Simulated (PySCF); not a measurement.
# Working out the ionisation energy of Ni

Ni [Ar] 3d8 4s2 (3F) → Ni+ [Ar] 3d9 (2D). All numbers are calculated (PySCF 2.14, no relativity, point nucleus, in def2-TZVPPD (6s6p4d2f1g, 67 functions)). Frozen: [Ar]. Energies in hartree (1 hartree = 27.21139 eV):

```tsv
part	Ni (lower)	Ni+ (upper)
UHF	-1506.848393	-1506.564872
CCSD correlation	-0.309174	-0.326897
(T)	-0.009904	-0.010893
```

**Question.** What does Hartree-Fock give?

**Answer.** (-1506.564872) − (-1506.848393) = 0.283521 hartree = 7.715 eV.

**Question.** What do CCSD and CCSD(T) give?

**Answer.** The CCSD correlation energies differ by -0.017723 hartree = -0.482 eV and the triples by -0.000989 hartree = -0.027 eV, so CCSD gives 7.233 eV and CCSD(T) 7.206 eV.

A first-order spin-orbit estimate adds 0.048 eV to CCSD(T) (valence), giving 7.254 eV against 7.640 eV (measured; NIST Atomic Spectra Database, ionization energies).

The calculation is non-relativistic.

What remains against the reference includes basis incompleteness, the frozen core and higher excitations.
